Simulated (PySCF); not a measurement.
# Orbital picture of ZnC⁺

PBE at R = 2.043 Å; basis Zn 6-31G(d,p), C 6-31G(d,p); no relativity; PySCF 2.14. State: ²Π (doublet), unpaired electrons π ↑. Only the outer orbitals are listed, counted within each symmetry.

```tsv
spin	orbital	occ.	ε (eV)	on Zn (%)	main shells (%)
α	7σ	1	-21.74	12	84 C s
α	3π	1	-17.65	98	98 Zn d
α	3π	1	-17.61	98	98 Zn d
α	8σ	1	-17.59	93	90 Zn d
α	1δ	1	-17.43	100	100 Zn d
α	1δ	1	-17.43	100	100 Zn d
α	9σ	1	-13.57	48	46 Zn s, 43 C p, 9 C s
α	4π	1	-12.60	7	93 C p
α	4π	0	-12.08	8	92 C p
α	10σ	0	-10.49	67	45 Zn s, 33 C p, 21 Zn p
α	5π	0	-6.59	95	95 Zn p
β	7σ	1	-20.57	19	76 C s, 12 Zn d
β	3π	1	-17.66	99	99 Zn d
β	3π	1	-17.57	99	99 Zn d
β	8σ	1	-17.48	94	90 Zn d
β	1δ	1	-17.44	100	100 Zn d
β	1δ	1	-17.42	96	94 Zn d
β	9σ	1	-13.17	55	54 Zn s, 34 C p, 11 C s
β	4π	0	-11.54	10	90 C p, 9 Zn p
β	10σ	0	-10.29	59	41 C p, 34 Zn s, 24 Zn p
β	4π	0	-10.09	18	82 C p, 17 Zn p
```

Problem. Which are the highest filled and the lowest empty level, where do they sit, and how wide is the gap?

Solution. Highest filled α 4π at -12.60 eV (in %: 93 C p); lowest empty α 4π at -12.08 eV (in %: 92 C p); the gap at PBE is 0.52 eV. Both belong to one degenerate shell, split only by its one-sided filling, so this is no excitation gap.

The bond order (Mayer) is 1.25 and the ⟨S²⟩ is 0.765. The charge on Zn (Mulliken, basis-dependent) is 0.81. The charge on Zn (Löwdin, basis-dependent) is 0.74 and the dipole moment (positive dipole points towards C; it is taken about the centre of mass and depends on that origin) is -0.88 D. The polarisability along the bond is 51.7 bohr³. The polarisability across the bond is 21.2 bohr³.

The state is the lowest determinant that a PBE0 search found; another state may lie lower at other levels.
